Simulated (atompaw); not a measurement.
## Pseudopotential generation for H: PAW (atompaw), PBE, scalar-relativistic.

| Item | Value |
| --- | --- |
| Element | hydrogen (H) |
| Generator | atompaw 4.2.0.5 |
| Type | PAW |
| Functional | PBE |
| Relativity | scalar-relativistic |
| Frozen core | none |
| Valence charge | 1 |
| Reference configuration | 1s1 |
| Partial waves | 1s (bound); 1s channel at -0.15 Ry |
| Local potential | bessel scheme, radius 1.55 bohr |
| Core correction | none |
| Augmentation charge | sinc compensation charge, radius 1.30 bohr; PAW radius 1.65 bohr; waves and projectors: bloechl |

- Cutoffs needed: 8 Ry and 15 Ry (the cutoffs (Ry, on a coarse ladder) from which the occupation-weighted sum of valence levels, in a spherical-Bessel basis at the reference potential, stays within 10 and 1 mRy of its value at 400 Ry)
- Ghost test: no extra level below or beside the all-electron valence levels (s, p, d, f tested) (spherical-Bessel basis up to 400 Ry, 20 bohr box)
- Lowest eigenvalue of the overlap operator: 0.00 (s channel)
- Overlap eigenvalues printed by atompaw (projector basis): 0.0108, 3.16
- Share of each valence orbital outside the PAW sphere: 1s 41 %
